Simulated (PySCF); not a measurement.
SMILES [CH](CC(C)=O)C, doublet (GFN2-xTB optimised geometry):

```
15

C      1.837     0.685    -2.269
C      1.632    -0.530    -1.453
C      1.410    -0.499     0.000
C     -0.122    -0.499     0.000
C     -0.747     0.873     0.000
O     -0.763    -1.523    -0.044
H      2.636     0.517    -2.994
H      0.945     0.941    -2.854
H      2.104     1.541    -1.651
H      1.476    -1.464    -1.965
H      1.810     0.396     0.473
H      1.771    -1.401     0.494
H     -1.810     0.795    -0.217
H     -0.268     1.523    -0.726
H     -0.620     1.314     0.988
```

Computed with unrestricted CAM-B3LYP/def2-TZVP in PySCF 2.14.0.

Question: What are the frontier orbital energies (α orbitals alone; a β orbital can be the lowest empty one) and the dipole moment?

Answer: HOMO-2 -11.36 eV, HOMO-1 -8.86 eV, HOMO -6.83 eV, LUMO 1.23 eV, LUMO+1 1.79 eV; dipole moment 3.15 D.

Meta-Löwdin charges at CAM-B3LYP/def2-TZVP: C1 -0.34, C2 -0.11, C3 -0.24, C4 0.40, C5 -0.38, O6 -0.44, H7 0.13, H8 0.12, H9 0.11, H10 0.12, H11 0.11, H12 0.13, H13 0.13, H14 0.13, H15 0.13.
